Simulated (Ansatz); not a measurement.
**How methods differ on B2NH2OF (SMILES OB1NB1F)**

B2NH2OF: 7 atoms, total charge 0, spin state singlet. As SMILES, `OB1NB1F`. Geometry: optimised at PBE0/def2-SVP. This is one conformer, not always the lowest.

```xyz
7

O    -1.2817    0.1744    1.3139
B    -0.3832    0.1472    0.3120
N     0.6330   -0.7687   -0.0949
B     0.5859    0.3437   -0.9550
F     1.2521    0.7247   -2.0292
H    -1.8280    0.9660    1.2877
H     1.0831   -1.6553    0.1200
```

Quantity: the dissociation energy of the H6–O1 bond into doublet H and doublet B2NHOF (shapes relaxed at PBE0/def2-SVP, no zero-point term), in eV. The values are calculated.

```
             level                    kind  program  value (eV)  CPU time (all runs)
       HF/def2-SVP            Hartree–Fock   Ansatz        2.18                1.4 s
    SVWN5/def2-SVP                     LDA   Ansatz        3.97                  2 s
     BLYP/def2-SVP                     GGA   Ansatz        3.11                3.7 s
   r2SCAN/def2-SVP                meta-GGA   Ansatz        3.23                8.2 s
    B3LYP/def2-SVP           global hybrid   Ansatz        3.25                4.9 s
  PBE0-D4/def2-SVP           global hybrid   Ansatz        3.37                4.9 s
CAM-B3LYP/def2-SVP  range-separated hybrid   Ansatz        3.32                5.1 s
  wB97M-V/def2-SVP  range-separated hybrid   Ansatz        3.52                 20 s
   B2PLYP/def2-SVP           double hybrid   Ansatz        3.15                6.6 s
  RPA@PBE/def2-SVP                     RPA   Ansatz        3.06                6.5 s
```

The values span 2.18 to 3.97 eV. Hartree–Fock misses the correlation of the electron pair that is broken and comes out low. Measured bond enthalpies also hold zero-point and thermal terms, a few tenths of an eV less. CPU times are rough (shared hosts, several kinds of processor): they show what a rung costs within a factor of a few.
